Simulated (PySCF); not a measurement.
Computed IR spectrum (relative IR intensity) of a molecule C₂H₉FSi₃. The structure is a stationary point at ωB97X-D3(BJ)/def2-SVP. Other conformers were not sampled. All values below come from ωB97X-D3(BJ)/def2-SVP (PySCF 2.14.0). Frequencies are harmonic and unscaled.

Lines under 2 % of the strongest are left out, and lines within 2 cm⁻¹ are merged.

| ν (cm⁻¹) | relative intensity |
|---|---|
| 200 | 5.1 |
| 301 | 3.3 |
| 420 | 2.1 |
| 465 | 3.8 |
| 484 | 2.7 |
| 561 | 5.7 |
| 654 | 2.7 |
| 715 | 5.0 |
| 730 | 16 |
| 789 | 77 |
| 796 | 9.1 |
| 860 | 100 |
| 892 | 28 |
| 931 | 76 |
| 955 | 3.8 |
| 1028 | 21 |
| 1282 | 11 |
| 1385 | 4.6 |
| 1439 | 3.3 |
| 2224 | 30 |
| 2231 | 65 |
| 2245 | 79 |
| 2249 | 25 |

### Question
Which molecule gave these data?
A) F/C=C(/[SiH3])[SiH2][SiH3]
B) C[Si]1(F)[SiH2]C[SiH2]1
C) F[SiH2]/C=C\[SiH2][SiH3]
D) F[SiH2][SiH]1C[SiH2]C1

### Answer
B, C[Si]1(F)[SiH2]C[SiH2]1
